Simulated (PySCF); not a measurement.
C$_{4}$H$_{9}$Ga (SMILES C=[CH][GaH][CH2]C), singlet, geometry from GFN2-xTB (such geometries of metal compounds can be far from the true shape), atoms displaced at random by about 0.08 Å a coordinate; R2SCAN/STO-3G, gradient in PySCF.

Input for PySCF:
```python
from pyscf import gto, scf, dft

mol = gto.Mole()
mol.atom = '''
    Ga   -0.457589    0.118765    0.681270
    H    -0.878571    1.019608    1.953854
    C     1.146223    1.189997   -0.543689
    C     2.339244    0.301112   -0.344579
    H     1.293613    2.276990   -0.065280
    H     0.909068    1.370223   -1.673400
    H     2.236670   -0.568485   -0.882295
    H     2.766103    0.369585    0.532376
    H     3.284890    1.002208   -0.929364
    C    -1.357485   -1.422709   -0.104374
    C    -1.065594   -1.843627   -1.272045
    H    -2.082284   -2.010706    0.627812
    H    -1.525365   -2.905915   -1.525460
    H    -0.282141   -1.505740   -1.845822
'''
mol.basis = 'sto-3g'
mol.charge = 0
mol.spin = 0
mol.verbose = 4
mol.build()

mf = dft.RKS(mol)
mf.xc = 'r2scan'
mf.kernel()
g = mf.nuc_grad_method()
grad = g.kernel()
```

What the program printed (banner, timings and long lists left out):

```
PySCF version 2.14.0

[INPUT] verbose = 4
[INPUT] num. atoms = 14
[INPUT] num. electrons = 64
[INPUT] charge = 0
[INPUT] spin (= nelec alpha-beta = 2S) = 0
[INPUT] symmetry False subgroup None
[INPUT] Mole.unit = angstrom
[INPUT] Symbol           X                Y                Z      unit          X                Y                Z       unit  Magmom
[...]
nuclear repulsion = 315.018319228871
number of shells = 29
number of NR pGTOs = 141
number of NR cGTOs = 47
basis = sto-3g
ecp = {}

******** <class 'pyscf.dft.rks.RKS'> ********
method = RKS
initial guess = minao
damping factor = 0
level_shift factor = 0
DIIS = <class 'pyscf.scf.diis.CDIIS'>
diis_start_cycle = 1
diis_space = 8
diis_damp = 0
SCF conv_tol = 1e-09
SCF conv_tol_grad = None
SCF max_cycles = 50
direct_scf = True
direct_scf_tol = 1e-13
XC library pyscf.dft.libxc version 7.1.2
    S. Lehtola, C. Steigemann, M. J. T. Oliveira, and M. A. L. Marques,  SoftwareX 7, 1–5 (2018)
XC functionals = r2scan
    J. W. Furness, A. D. Kaplan, J. Ning, J. P. Perdew, and J. Sun,  J. Phys. Chem. Lett. 11, 8208–8215 (2020)
    J. W. Furness, A. D. Kaplan, J. Ning, J. P. Perdew, and J. Sun,  J. Phys. Chem. Lett. 11, 9248–9248 (2020)
    J. W. Furness, A. D. Kaplan, J. Ning, J. P. Perdew, and J. Sun,  J. Phys. Chem. Lett. 11, 8208–8215 (2020)
    J. W. Furness, A. D. Kaplan, J. Ning, J. P. Perdew, and J. Sun,  J. Phys. Chem. Lett. 11, 9248–9248 (2020)
radial grids:
    Treutler-Ahlrichs [JCP 102, 346 (1995); DOI:10.1063/1.469408] (M4) radial grids

becke partition: Becke, JCP 88, 2547 (1988); DOI:10.1063/1.454033
pruning grids: <function nwchem_prune>
grids dens level: 3
symmetrized grids: False
atomic radii adjust function: <function treutler_atomic_radii_adjust>
small_rho_cutoff = 0
Set gradient conv threshold to 3.16228e-05
Initial guess from minao.
tot grids = 165648
init E= -2055.94006845551
[...]
cycle= 1 E= -2057.72736090698  delta_E= -1.79  |g|= 0.665  |ddm|=  4.5
[...]
cycle= 2 E= -2010.59068031565  delta_E= 47.1  |g|= 5.46  |ddm|= 9.81
[...]
cycle= 3 E= -2057.82861652715  delta_E= -47.2  |g|= 0.687  |ddm|= 9.71
[...]
cycle= 4 E= -2057.75306982558  delta_E= 0.0755  |g|= 0.797  |ddm|= 2.36
[...]
cycle= 5 E= -2057.9694498959  delta_E= -0.216  |g|= 0.23  |ddm|= 2.37
[...]
cycle= 6 E= -2057.03992680717  delta_E= 0.93  |g|= 1.13  |ddm|= 3.04
[...]
cycle= 7 E= -2057.4562440368  delta_E= -0.416  |g|= 1.08  |ddm|= 1.25
[...]
cycle= 8 E= -2057.96432261091  delta_E= -0.508  |g|= 0.248  |ddm|= 2.64
[...]
cycle= 9 E= -2057.97838132184  delta_E= -0.0141  |g|= 0.195  |ddm|= 0.366
[...]
cycle= 10 E= -2057.96280190776  delta_E= 0.0156  |g|= 0.246  |ddm|= 0.524
[...]
cycle= 11 E= -2056.93723585573  delta_E= 1.03  |g|= 1.19  |ddm|= 3.03
[...]
cycle= 12 E= -2056.89046036431  delta_E= 0.0468  |g|= 1.23  |ddm|= 0.819
[...]
cycle= 13 E= -2056.89863027756  delta_E= -0.00817  |g|= 1.25  |ddm|= 1.92
[...]
cycle= 14 E= -2056.91418616423  delta_E= -0.0156  |g|= 1.24  |ddm|= 0.667
[...]
cycle= 15 E= -2056.92227991035  delta_E= -0.00809  |g|= 1.22  |ddm|= 0.376
[...]
cycle= 16 E= -2056.9476361958  delta_E= -0.0254  |g|=  1.2  |ddm|= 0.78
[...]
cycle= 17 E= -2056.937316086  delta_E= 0.0103  |g|= 1.21  |ddm|= 0.213
[...]
cycle= 18 E= -2056.8888661127  delta_E= 0.0484  |g|= 1.21  |ddm|= 1.78
[...]
cycle= 19 E= -2056.88054460933  delta_E= 0.00832  |g|= 1.33  |ddm|= 3.44
[...]
cycle= 20 E= -2057.79003051614  delta_E= -0.909  |g|= 0.506  |ddm|= 2.42
[...]
cycle= 21 E= -2056.77868543071  delta_E= 1.01  |g|= 1.36  |ddm|= 3.34
[...]
cycle= 22 E= -2056.86327751657  delta_E= -0.0846  |g|= 1.25  |ddm|= 1.61
[...]
cycle= 23 E= -2056.86261454585  delta_E= 0.000663  |g|= 1.32  |ddm|= 2.86
[...]
cycle= 24 E= -2056.83683375801  delta_E= 0.0258  |g|= 1.31  |ddm|= 2.71
[...]
cycle= 25 E= -2056.85587632269  delta_E= -0.019  |g|= 1.27  |ddm|= 0.671
[...]
cycle= 26 E= -2056.75167544981  delta_E= 0.104  |g|= 1.41  |ddm|= 2.12
[...]
cycle= 27 E= -2056.79285231259  delta_E= -0.0412  |g|= 1.35  |ddm|= 0.332
[...]
cycle= 28 E= -2057.89197914933  delta_E= -1.1  |g|= 0.476  |ddm|= 3.07
[...]
cycle= 29 E= -2057.86746998237  delta_E= 0.0245  |g|= 0.444  |ddm|= 1.27
[...]
cycle= 30 E= -2056.8761432375  delta_E= 0.991  |g|= 1.25  |ddm|= 3.14
[...]
cycle= 31 E= -2056.85657453087  delta_E= 0.0196  |g|= 1.27  |ddm|= 1.17

WARN: HOMO -0.020390800339898 == LUMO -0.0199687760293369

cycle= 32 E= -2056.9044390308  delta_E= -0.0479  |g|= 1.22  |ddm|=  1.1
[...]
cycle= 33 E= -2056.76080674017  delta_E= 0.144  |g|=  1.4  |ddm|= 1.56
[...]
cycle= 34 E= -2056.78459886377  delta_E= -0.0238  |g|= 1.39  |ddm|= 2.04
[...]
cycle= 35 E= -2056.95280555902  delta_E= -0.168  |g|= 1.19  |ddm|= 0.701
[...]
cycle= 36 E= -2056.92879356223  delta_E= 0.024  |g|= 1.23  |ddm|= 1.89
[...]
cycle= 37 E= -2057.79728623859  delta_E= -0.868  |g|= 0.618  |ddm|= 3.09
[...]
cycle= 38 E= -2057.8124470815  delta_E= -0.0152  |g|= 0.506  |ddm|= 1.22
[...]
cycle= 39 E= -2057.97742296023  delta_E= -0.165  |g|= 0.196  |ddm|= 1.22
[...]
cycle= 40 E= -2056.94059717118  delta_E= 1.04  |g|= 1.16  |ddm|= 3.05
[...]
cycle= 41 E= -2057.99486616144  delta_E= -1.05  |g|= 0.0882  |ddm|= 2.68
[...]
cycle= 42 E= -2057.98216090281  delta_E= 0.0127  |g|= 0.181  |ddm|= 1.69
[...]
cycle= 43 E= -2057.99663467778  delta_E= -0.0145  |g|= 0.0671  |ddm|= 0.408

WARN: HOMO -0.0373438664601864 == LUMO -0.0365923397654804

cycle= 44 E= -2057.99552404952  delta_E= 0.00111  |g|=  0.1  |ddm|= 0.695
[...]
cycle= 45 E= -2057.12135006742  delta_E= 0.874  |g|= 1.19  |ddm|= 2.99

WARN: HOMO -0.0377138894903505 == LUMO -0.0372902250278131

cycle= 46 E= -2057.97649714403  delta_E= -0.855  |g|= 0.233  |ddm|= 2.15

WARN: HOMO -0.0380692525532561 == LUMO -0.0373719997921302

cycle= 47 E= -2057.3077894827  delta_E= 0.669  |g|= 1.18  |ddm|= 1.84

WARN: HOMO -0.0364969508798718 == LUMO -0.0357541440520694

cycle= 48 E= -2057.821432485  delta_E= -0.514  |g|= 0.719  |ddm|= 2.97

WARN: HOMO -0.0365685117671757 == LUMO -0.035855291371616

cycle= 49 E= -2057.15838661834  delta_E= 0.663  |g|= 1.24  |ddm|= 1.98
[...]
cycle= 50 E= -2056.9434482676  delta_E= 0.215  |g|= 1.14  |ddm|= 1.41
SCF not converged.
SCF energy = -2056.9434482676

WARN: Ground state RKS not converged

******** <class 'pyscf.grad.rks.Gradients'> for <class 'pyscf.dft.rks.RKS'> ********
unit = Eh/Bohr
grid_response = False
--------------- RKS gradients ---------------
         x                y                z
0 Ga     0.0096510982     0.0017720397    -0.0076779734
1 H    -0.0161351723     0.0475537794     0.0828924252
2 C     0.0990732759    -0.0343398227    -0.0423974358
3 C    -0.0602102544    -0.1418977999     0.1530015447
4 H     0.0050534961     0.0621197991     0.0246155983
5 H    -0.0064164369     0.0138945870    -0.0467601450
6 H    -0.0035491417     0.0649073860     0.0184742735
7 H    -0.0378730983     0.0202214484    -0.1282242623
8 H     0.0557396561     0.0567489322    -0.0238882232
9 C     0.0014573549    -0.1420665936    -0.2077970394
10 C     0.0513491562     0.1310974782     0.0799151574
11 H    -0.0292514380    -0.0250974811     0.0446408133
12 H    -0.0192136426    -0.0302183494     0.0065629643
13 H    -0.0497802215    -0.0243734269     0.0472100645
----------------------------------------------
```

The run did not converge; its last values are not results.
